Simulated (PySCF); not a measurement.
Delta-SCF ions had no search for a lower state. 

Cartesian coordinates (Å):
```xyz
12

C     -1.4327     0.5689    -0.1351
C     -0.2577    -0.2130     0.4432
C      0.9118    -0.2760    -0.5282
S      2.3279    -1.2623     0.0563
H     -2.2637     0.6120     0.5722
H     -1.8006     0.1041    -1.0539
H     -1.1455     1.5965    -0.3750
H     -0.5645    -1.2315     0.6993
H      0.0766     0.2522     1.3772
H      0.6086    -0.7651    -1.4587
H      1.2559     0.7271    -0.7940
H      2.6101    -0.5020     1.1283
```
Charge 0, multiplicity 1.

Task: Give the LUMO, dipole moment, HOMO, HOMO–LUMO gap and vertical ionisation energy (Delta-SCF) at the level r2SCAN-D4/def2-TZVP run with PySCF.

Result: 
```
Item                                      Result
--------------------------------------  --------
LUMO                                    -0.02 eV
dipole moment                             1.79 D
HOMO                                    -5.74 eV
HOMO–LUMO gap                            5.71 eV
vertical ionisation energy (Delta-SCF)   8.99 eV
```
